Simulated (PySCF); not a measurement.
Bi²⁺: ionisation energy

Bi²⁺ [Xe] 4f14 5d10 6s2 6p1 [6p1/2^1, M_J = 1/2] → Bi³⁺ [Xe] 4f14 5d10 6s2, as a difference of total energies. Computed with PySCF 2.14 in x2c-TZVPPall-2c, with the two-component X2C-1e Hamiltonian. Correlated levels: [Kr] 4d10 4f14 frozen; the 24 highest virtual spinors dropped. "Screened" scales the spin-orbit matrix elements by Boettger's factors to mimic the two-electron term; Breit and QED terms are absent.

Task: Order these methods by the ionisation energy they give, lowest first.
A. GHF (spin-free)
B. GMP2 (spin-free)
C. GHF (screened spin-orbit)
D. GMP2 (screened spin-orbit)

Result: A (23.045 eV), B (23.439 eV), C (24.972 eV), D (25.310 eV).

The spin-free rows lack the spin-orbit shift.

Errors of the correlated levels include the incompleteness of this basis and the frozen core.

For comparison: 25.571 eV (measured; NIST Atomic Spectra Database, ionization energies).
